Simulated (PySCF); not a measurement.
HgBr2, SMILES [Br][Hg][Br]. Geometry optimised at ωB97X-D3(BJ)/def2-SVP. The isomer is the one that the SMILES or the coordinates give; other isomers of the formula were not compared. The def2 effective core potentials stand for the cores of Hg; spin–orbit coupling is left out.

Problem. Give the equilibrium geometry at ωB97X-D3(BJ)/def2-SVP (PySCF confirms it by a frequency run) as a Z-matrix, and its point group. (The exact figures need the calculation; the answer reports its results.)

Solution. point group D∞h.
```
Hg
Br 1 2.3971
Br 1 2.3971 2 180.00
```
